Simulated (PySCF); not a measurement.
Compound: C₃H₁₀OSi.
Geometry (PBE0-D3(BJ)/def2-SVP, Å), atoms numbered from 1 in this order:
```xyz
15
C3H10OSi angstrom
C      2.267   -0.328   -0.477
O      0.994    0.209   -0.303
C      0.300   -0.328    0.791
Si    -1.393    0.525    0.873
C     -2.269    0.328   -0.773
H      2.915   -0.150    0.405
H      2.233   -1.422   -0.657
H      2.725    0.156   -1.352
H      0.857   -0.179    1.741
H      0.166   -1.427    0.684
H     -1.195    1.972    1.196
H     -2.173   -0.102    1.989
H     -2.484   -0.732   -0.978
H     -1.615    0.705   -1.574
H     -3.218    0.885   -0.801
```

Method used: core-valence-separated Tamm–Dancoff BHandHLYP/aug-pcX-1 (pcseg-1 on H, def2-SVPD on Si) in PySCF, non-relativistic, gas phase, PBE0-D3(BJ)/def2-SVP geometry. BHandHLYP without relativity tends to put these K edges a few eV too low, so spacings mean more than positions.

The lowest roots of each edge with f over 0.003 (five at most, numbered afresh; weaker and dark ones are left out), with transition dipoles (au) in the frame of the coordinates:

| root | edge | E (eV) | f | μx | μy | μz |
| --- | --- | --- | --- | --- | --- | --- |
| 1 | C | 285.75 | 0.0289 | 0.0200 | -0.0598 | -0.0122 |
| 2 | C | 286.00 | 0.0275 | 0.0584 | 0.0194 | -0.0117 |
| 3 | C | 286.19 | 0.0234 | -0.0091 | 0.0171 | -0.0544 |
| 4 | C | 286.25 | 0.0315 | -0.0183 | -0.0385 | 0.0517 |
| 5 | C | 286.52 | 0.0268 | -0.0562 | 0.0245 | 0.0073 |
| 6 | O | 533.45 | 0.0106 | 0.0025 | -0.0184 | 0.0216 |
| 7 | O | 533.95 | 0.0079 | 0.0137 | -0.0172 | 0.0109 |
| 8 | O | 534.31 | 0.0236 | -0.0350 | -0.0025 | 0.0238 |
| 9 | O | 534.88 | 0.0035 | 0.0075 | 0.0061 | -0.0131 |
| 10 | O | 535.22 | 0.0040 | -0.0166 | 0.0051 | 0.0012 |

**Question.** Molecules are fixed in this frame and the field points along x. What effective strengths 3 f cos²θ do the roots have (θ between field and μ)?

**Answer.** root 1 (C5): 0.008, root 2 (C5): 0.072, root 3 (C5): 0.002, root 4 (C3): 0.007, root 5 (C1): 0.067, root 6 (O2): 0.000, root 7 (O2): 0.007, root 8 (O2): 0.048, root 9 (O2): 0.002, root 10 (O2): 0.011. Averaged over all orientations cos²θ is 1/3, which gives f back.

Rough CPU time on one thread of a shared machine: about 40 s.

One conformer stands for the species.
